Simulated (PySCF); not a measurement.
C2H6BCl, SMILES C(BCl)C.

Geometry: B3LYP-D3(BJ)/def2-SVP. One conformer was computed; it need not be the lowest.

Computed with PySCF 2.14.0 with TDDFT-LC-ωPBE/def2-SVPD.

Vertical excitations. 

### Question
Estimate the UV-visible absorptions. (Estimate from the structure and the level; the computed values follow.)

### Answer

```
state  energy (eV)  λ (nm)      f                                                             main pairs
-----  -----------  ------  -----  ---------------------------------------------------------------------
S1            5.56     223  0.000                                                         HOMO→LUMO 94 %
S2            7.51     165  0.017  HOMO−3→LUMO 38 %, HOMO−1→LUMO 34 %, HOMO−4→LUMO 13 %, HOMO−2→LUMO 6 %
S3            7.63     162  0.002                                     HOMO−2→LUMO 76 %, HOMO−5→LUMO 12 %
S4            7.76     160  0.142                                     HOMO−1→LUMO 54 %, HOMO−3→LUMO 39 %
S5            8.62     144  0.023                                                       HOMO→LUMO+1 78 %
S6            8.76     142  0.026                                     HOMO−4→LUMO 73 %, HOMO−3→LUMO 13 %
S7            9.17     135  0.015                                                       HOMO→LUMO+2 54 %
S8            9.29     133  0.008                                                       HOMO−5→LUMO 71 %
S9            9.57     130  0.079                                                       HOMO→LUMO+3 69 %
S10           9.76     127  0.059                                                     HOMO−1→LUMO+1 63 %
T1            5.06     245      0                                                         HOMO→LUMO 89 %
T2            6.59     188      0                                     HOMO−1→LUMO 78 %, HOMO−4→LUMO 13 %
T3            6.78     183      0                                     HOMO−3→LUMO 62 %, HOMO−2→LUMO 20 %
T4            7.26     171      0                   HOMO−2→LUMO 57 %, HOMO−5→LUMO 17 %, HOMO−3→LUMO 11 %
```
Triplets are in the Tamm–Dancoff approximation, which puts them higher than full response would, so one can lie above its singlet here.
